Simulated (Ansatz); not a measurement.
A nudged elastic band was laid between two geometries of Cl4Hf + H2 (7 atoms, charge 0, multiplicity 1).

Level of theory: RKS BHLYP/def2-SVP (Ansatz).

```yaml
movable_images: 5
climbing_image: yes
spring: 5.0 eV/Å²
optimiser: quadratic models (default)
start_path: through a guess of the saddle point
force_threshold: 0.05 eV/Å
iteration_limit: 60
end_points: relaxed
```

Image 0:

```xyz
7
Properties=species:S:1:pos:R:3
Hf 0.417 0.000 -0.076
Cl 0.547 0.000 2.256
Cl 2.580 0.000 -0.948
Cl -0.692 1.914 -0.823
Cl -0.692 -1.913 -0.823
H -3.144 0.000 1.257
H -2.747 0.000 1.898
```

Image 6:

```xyz
7
Properties=species:S:1:pos:R:3
Hf -0.366 0.000 -0.761
Cl -0.502 0.000 3.754
Cl 1.837 0.000 0.005
Cl -0.970 1.954 -1.884
Cl -0.970 -1.954 -1.884
H -1.418 0.000 0.725
H -1.343 0.000 2.787
```

Which bonds break or form, and what moves?

Bonds broken: Hf1–Cl2, H6–H7. Bonds formed: Hf1–H6, Cl2–H7. Cl4Hf + H2 becomes Cl3HHf + ClH.

What energy profile does the band end with?

The forces met the threshold. The highest image is number 4 of 0 to 6, 196.6 kJ/mol above the first end and 18.8 kJ/mol above the last; the last end lies 177.8 kJ/mol above the first. A vibrational analysis at the climbing image gives 2 clearly imaginary modes (365i, 55i cm⁻¹): a point of higher order. A lower path may pass nearby, or the ends, which weren't checked, may share the extra mode. The orbitals stay closed-shell, which can raise the energy where a bond breaks towards radicals; this wasn't checked here.

```tsv
image	path coordinate (Å)	energy (kJ/mol)	Hf1–Cl2 (Å)	H6–H7 (Å)	Hf1–H6 (Å)
0	0.00	0.0	2.34	0.75	3.80
1	0.78	2.7	2.34	0.75	3.11
2	1.55	20.0	2.38	0.76	2.50
3	2.33	100.4	2.53	0.82	2.14
4	3.11	196.6	2.89	1.50	1.88
5	3.95	186.4	3.72	1.83	1.83
6	4.79	177.8	4.52	2.06	1.82
```

What is the geometry of the highest image?


```xyz
7
Properties=species:S:1:pos:R:3
Hf -0.445 0.000 -0.207
Cl 0.009 0.000 2.648
Cl 1.922 0.000 -0.058
Cl -1.008 1.907 -1.414
Cl -1.008 -1.907 -1.414
H -1.943 0.000 0.926
H -1.260 0.000 2.260
```

Run time: 2.4 min on 4 threads of Arm Neoverse V2 (shared host), peak memory 0.29 GiB.
